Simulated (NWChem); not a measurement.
System: CH$_{6}$OSi; SMILES C[SiH2]O

NWChem input:

```
start job
memory heap 200 mb stack 900 mb global 1100 mb
geometry units angstroms noautoz
  Si     0.454318     0.122995    -0.013676
  C     -0.430590    -1.538598    -0.033584
  O     -0.587535     1.429112    -0.087170
  H      1.314436     0.260569    -1.214991
  H      1.310243     0.189452     1.209918
  H     -1.078290    -1.672733     0.841240
  H      0.302911    -2.355212    -0.027009
  H     -1.049167    -1.649923    -0.931248
  H     -1.164469     1.561740     0.677306
end
basis spherical
  * library 6-311g**
end
dft
  xc b3lyp
  iterations 150
  mulliken
end
task dft energy
```

The geometry was optimised at B3LYP/6-31G* (spherical d). B3LYP is NWChem's, with the RPA form of VWN correlation.

### Question
Give the results of this calculation. (B3LYP/6-311G** (spherical d).) Quantities: basis functions; energy (Ha); highest occupied level (eV); orbital gap (eV); dipole (D).

### Answer
```json
{
 "number_of_basis_functions": "98",
 "energy (Ha)": "-406.55",
 "highest occupied level (eV)": "-8.12",
 "orbital gap (eV)": "8.38",
 "dipole (D)": "1.84"
}
```
